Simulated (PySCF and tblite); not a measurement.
Values are calculated unless marked as measured or tabulated.
C4H7FO2, numbered as in [F:1][CH:2]1[CH2:3][O:4][CH2:5][O:6][CH2:7]1.

Level: PBE0-D3(BJ)/def2-TZVP//PBE0-D3(BJ)/def2-SVP, thermal terms from GFN2-xTB, symmetry numbers and mirror pairs counted. Conformers within 4 kcal/mol (GFN2-xTB free energy) were kept, 5 at most. GIAO shieldings: PBE0/pcSseg-1. Shifts are against TMS (¹H), TMS (¹³C), CFCl3 (¹⁹F) at the same level; of two unlike H on one atom, a is the less shielded. (PySCF 2.14, tblite 0.8.)

The 6-ring runs over atoms 2–3–4–5–6–7. Of a mirror pair one member is shown.

```json
{"conformer": "1", "shape": "6-ring chair (all substituents equatorial)", "symmetry": "Cs", "E(GFN2) kcal/mol": "0.00", "E(DFT) kcal/mol": "0.00"}
{"conformer": "2", "shape": "6-ring chair (F1 axial)", "symmetry": "Cs", "E(GFN2) kcal/mol": "3.13", "E(DFT) kcal/mol": "0.32"}
{"conformer": "3", "shape": "6-ring twist-boat (ring torsions 66, -35, -32, 69, -34, -28°)", "symmetry": "C1 (pair)", "E(GFN2) kcal/mol": "3.91", "E(DFT) kcal/mol": "4.05"}
```

(1) How much do the weights at 298.15 K and the averaged shift of H3b/H7b depend on how the conformers are weighted?

Answers

(1) 
```json
{"weighting": "DFT energy with thermal terms, symmetry and mirror images (full scheme)", "1 (%)": "58", "2 (%)": "42", "3 (%)": "0", "δ (ppm)": "3.58", "rms dipole (D)": "2.02"}
{"weighting": "DFT energy with symmetry and mirror images", "1 (%)": "63", "2 (%)": "37", "3 (%)": "0", "δ (ppm)": "3.52", "rms dipole (D)": "1.91"}
{"weighting": "bare DFT energy", "1 (%)": "63", "2 (%)": "37", "3 (%)": "0", "δ (ppm)": "3.52", "rms dipole (D)": "1.91"}
{"weighting": "GFN2-xTB energy with symmetry and mirror images", "1 (%)": "99", "2 (%)": "0", "3 (%)": "0", "δ (ppm)": "3.13", "rms dipole (D)": "0.77"}
{"weighting": "GFN2-xTB free energy", "1 (%)": "99", "2 (%)": "1", "3 (%)": "1", "δ (ppm)": "3.14", "rms dipole (D)": "0.78"}
{"weighting": "leading conformer alone", "1 (%)": "100", "2 (%)": "0", "3 (%)": "0", "δ (ppm)": "3.13", "rms dipole (D)": "0.74"}
{"weighting": "equal weights", "1 (%)": "33", "2 (%)": "33", "3 (%)": "33", "δ (ppm)": "3.70", "rms dipole (D)": "1.92"}
{"weighting": "full scheme, search stopped after three starts", "1 (%)": "0", "2 (%)": "99", "3 (%)": "1", "δ (ppm)": "4.20", "rms dipole (D)": "2.99"}
```

The largest departure from the full scheme, 0.62 ppm, comes with: full scheme, search stopped after three starts.
